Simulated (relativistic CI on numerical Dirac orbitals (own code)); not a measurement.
# d6 in a ligand field

Computed with a parametric ligand-field model of a d^n configuration (Racah B and C, spin-orbit zeta, crystal field), exact diagonalisation.

Field parameters in Wybourne normalisation: D4h B²₀ = −7Ds, B⁴₀ = 21(Dq − Dt), B⁴₄ = 21√(5/14) Dq; Oh B⁴₀ = 21Dq, B⁴₄ = √(5/14) B⁴₀; Td as Oh with Dq negative (B⁴₀ = 21Dq, B⁴₄ = √(5/14) B⁴₀). The field is a parameter set, without covalency.

Problem. Ground term and bands for B = 760, C = 3820, ζ = 0 cm⁻¹, D4h, 10Dq = 7550, Ds = -1450, Dt = 660 cm⁻¹?

Solution. Ground term 5B2 with 2.00 electrons in the two orbitals of the cubic e set. Spin-allowed: 5B1 7550 cm⁻¹ (1325 nm), 5E 7650 cm⁻¹ (1307 nm), 5A1 10050 cm⁻¹ (995 nm). Lowest spin-forbidden: 3E 19079 cm⁻¹ (524 nm), 3B2 19512 cm⁻¹ (513 nm), 3A2 19795 cm⁻¹ (505 nm).

Problem. Ground term and bands for B = 410, C = 1860, ζ = 0 cm⁻¹, Oh, 10Dq = 5000 cm⁻¹?

Solution. Ground term 5T2 with 2.00 electrons in the two orbitals of the cubic e set. Spin-allowed: 5E 5000 cm⁻¹ (2000 nm). Lowest spin-forbidden: 1A1 5335 cm⁻¹ (1874 nm), 3T1 5343 cm⁻¹ (1872 nm), 3T2 7126 cm⁻¹ (1403 nm).

Problem. Ground term and bands for B = 920, C = 4410, ζ = 0 cm⁻¹, Oh, 10Dq = 5500 cm⁻¹?

Solution. Ground term 5T2 with 2.00 electrons in the two orbitals of the cubic e set. Spin-allowed: 5E 5500 cm⁻¹ (1818 nm). Lowest spin-forbidden: 3T1 18095 cm⁻¹ (553 nm), 3T2 20337 cm⁻¹ (492 nm), 3T1 22388 cm⁻¹ (447 nm).

Problem. Ground term and bands for B = 390, C = 1550, ζ = 0 cm⁻¹, Oh, 10Dq = 24800 cm⁻¹?

Solution. Ground term 1A1 with 0.02 electrons in the two orbitals of the cubic e set. Spin-allowed: 1T1 23607 cm⁻¹ (424 nm), 1T2 29304 cm⁻¹ (341 nm), 1T2 47903 cm⁻¹ (209 nm), 1E 48116 cm⁻¹ (208 nm). Lowest spin-forbidden: 3T1 20347 cm⁻¹ (491 nm), 3T2 23190 cm⁻¹ (431 nm), 5T2 35775 cm⁻¹ (280 nm).

Problem. Ground term and bands for B = 600, C = 2120, ζ = 0 cm⁻¹, Td, 10Dq = -2100 cm⁻¹?

Solution. Ground term 5E with 3.00 electrons in the two orbitals of the cubic e set. Spin-allowed: 5T2 2100 cm⁻¹. Lowest spin-forbidden: 3T1 9979 cm⁻¹ (1002 nm), 3E 11163 cm⁻¹ (896 nm), 3T1 11843 cm⁻¹ (844 nm).
